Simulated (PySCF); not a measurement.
# A small calculation by hand: oscillator strength and radiative lifetime

In(Me)2(NH3) (C₂H₉InN), SMILES [CH3][In+]([CH3])<-[NH3] (connectivity only; charge and spin as stated), charge +1, multiplicity 1.

Geometry: B3LYP-D3(BJ)/def2-SVP. The spin state was assumed, not searched. The isomer is the one that the SMILES or the coordinates give; other isomers of the formula were not compared. The def2 effective core potentials stand for the cores of In; spin–orbit coupling is left out.

TDDFT-ωB97X/def2-SVPD (PySCF) puts the first singlet state with f over 0.02 at 7.11 eV (vertical), with the transition dipole (-0.332, 0.108, -0.381) in atomic units.

Problem. Find the oscillator strength, the wavelength and the radiative lifetime that this transition would have in vacuum if emission retraced absorption.

Solution. 
|μ|² = 0.2670 au, so |μ| = 1.31 D. ΔE = 7.11/27.211 = 0.2613 hartree. f = (2/3) ΔE |μ|² = 0.047 (the program prints 0.047).
λ = 1239.84/7.11 = 174 nm; ν = 57346 cm⁻¹.
Einstein's coefficient A = 0.6670 ν² f s⁻¹ (ν in cm⁻¹) = 1.0e8 s⁻¹, so τ = 1/A = 9.8 ns. This state is S2; the lower singlet has f = 0.000. The figure is the radiative limit of this one transition; relaxation, internal conversion, crossing to triplets and a medium change what is measured.
